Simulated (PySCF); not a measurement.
Compound: H₆N₂SSi.
Atom-mapped SMILES: `[NH2:1][SiH:2]([NH2:3])[SH:4]` (hydrogens: H5, H6 on N1; H7 on Si2; H8, H9 on N3; H10 on S4)

Computed by this run: PBE0-D3(BJ)/def2-SVP geometry optimisation, gas phase in PySCF 2.14.0; density fitting, grid level 1; the optimiser is geomeTRIC in internal coordinates, started from a GFN2-xTB structure with every atom displaced at random (about 0.01 Å).

Step 8: E = -21774.6184 eV
```
atom  x, y, z in Å  |  force x, y, z in eV/Å
N1     -0.5584    1.4321   -0.2564   -0.137  -0.041   0.131
Si2     0.1459   -0.0364    0.2667   -0.007  -0.105  -0.019
N3     -0.8538   -1.3221   -0.2859   -0.053  -0.006   0.026
S4      2.0689   -0.6471   -0.5203    0.058   0.167   0.059
H5     -0.4959    2.2792    0.2908    0.004   0.062  -0.023
H6     -1.0706    1.5425   -1.1220    0.120  -0.005  -0.058
H7      0.3583    0.1581    1.7358    0.027   0.043  -0.012
H8     -0.4658   -2.2530   -0.3781    0.000  -0.032   0.022
H9     -1.8422   -1.3478   -0.0574    0.060   0.042  -0.042
H10     2.7650    0.1737    0.3046   -0.071  -0.125  -0.082
```

Step 9: E = -21774.6408 eV
```
atom  x, y, z in Å  |  force x, y, z in eV/Å
N1     -0.6398    1.4159   -0.2097   -0.124  -0.023   0.076
Si2     0.1478   -0.0255    0.2663    0.054  -0.236   0.004
N3     -0.8515   -1.3135   -0.2784    0.038  -0.054  -0.010
S4      2.0722   -0.5689   -0.5793    0.005   0.187   0.135
H5     -0.4718    2.3076    0.2343    0.035   0.057   0.008
H6     -1.0753    1.4996   -1.1193    0.063   0.045  -0.070
H7      0.4397    0.1203    1.7259   -0.051   0.122   0.012
H8     -0.4667   -2.2496   -0.3189   -0.025  -0.026  -0.023
H9     -1.8535   -1.3191   -0.1230    0.058   0.063   0.020
H10     2.7502    0.1122    0.3798   -0.052  -0.136  -0.152
```

Step 10: E = -21774.6537 eV
```
atom  x, y, z in Å  |  force x, y, z in eV/Å
N1     -0.6723    1.4079   -0.1855   -0.144  -0.039  -0.082
Si2     0.1364   -0.0317    0.2728    0.091  -0.148   0.049
N3     -0.8531   -1.3297   -0.2636    0.100  -0.038  -0.021
S4      2.0535   -0.5117   -0.6239   -0.058   0.059   0.077
H5     -0.4938    2.3026    0.2514    0.072  -0.005   0.039
H6     -0.9615    1.5093   -1.1519   -0.010   0.075  -0.019
H7      0.4385    0.1139    1.7299   -0.042   0.081   0.023
H8     -0.4771   -2.2706   -0.2734   -0.030   0.004  -0.042
H9     -1.8585   -1.3172   -0.1422    0.002   0.052   0.038
H10     2.7393    0.1064    0.3641    0.018  -0.042  -0.061
```

Question: Estimate the geometry and energy of step 11. (The exact step hangs on the optimiser's Hessian estimate; all steps are aligned on step 10, rigid shifts and turns removed.)

Answer: E = -21774.6607 eV, largest force 0.139 eV/Å
```
atom  x, y, z in Å  |  force x, y, z in eV/Å
N1     -0.6916    1.4006   -0.1808   -0.101  -0.008  -0.096
Si2     0.1324   -0.0343    0.2781    0.075  -0.033   0.038
N3     -0.8480   -1.3354   -0.2620    0.054  -0.029  -0.006
S4      2.0463   -0.4954   -0.6288   -0.044  -0.006   0.012
H5     -0.4821    2.2921    0.2511    0.049  -0.018   0.042
H6     -0.9511    1.5164   -1.1552   -0.006   0.035   0.014
H7      0.4249    0.1320    1.7361   -0.022   0.031   0.002
H8     -0.4792   -2.2787   -0.2774   -0.018   0.003  -0.030
H9     -1.8534   -1.3124   -0.1418   -0.008   0.022   0.026
H10     2.7532    0.0940    0.3584    0.021   0.003  -0.001
```

The energy changes by -0.0070 eV. The first-order estimate −F·Δx gives -0.0098 eV and the mean of the old and new forces, exact on a quadratic surface, -0.0071 eV. The step makes an angle of 55° with the force vector and moves no atom by more than 0.024 Å.

What follows is the cost of the whole optimisation. On Arm Neoverse N1, one thread, shared host, this took 75 s and 0.39 GiB of memory at its peak.
